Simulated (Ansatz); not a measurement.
Consider the substitution at a C–Si bond: `C[SiH](N)[TeH]` + `B1N[SiH2]1` → `CN1B[SiH2]1` + `N[SiH2][TeH]`.

Calculated with Ansatz (gas phase, PBE0-D4/def2-TZVP geometries, no zero-point term in ΔE). CCSD(T)/CBS is the MP2 limit (def2-TZVPP, def2-QZVPP) plus CCSD(T) − MP2 in def2-TZVPP, frozen cores. DFT in def2-TZVPP. Elements past krypton have def2 core potentials. For Te outer-core shells are correlated without core-valence functions, which leaves a few kJ/mol of doubt a bond. One conformer a species, not always the lowest.

```
         species  PBE energy (Eh)
`C[SiH](N)[TeH]`       -654.41035
    `B1N[SiH2]1`       -371.26999
   `CN1B[SiH2]1`       -410.53523
  `N[SiH2][TeH]`       -615.12321
```

Work out ΔE.

ΔE = (-410.53523) + (-615.12321) − (-654.41035) − (-371.26999) = 0.02190 Eh = +57.5 kJ/mol. CCSD(T)/CBS gives +67.3 kJ/mol.

Largest T1 diagnostic among the species: 0.014.

In def2-TZVPP, CCSD(T) changes the Hartree–Fock value by +5.2 kJ/mol (the triples alone add −0.4 kJ/mol) and MP2 by +8.2 kJ/mol. From PBE to PBE0 (25 % exact exchange), in def2-TZVPP and without D4, ΔE moves by +4.2 kJ/mol.
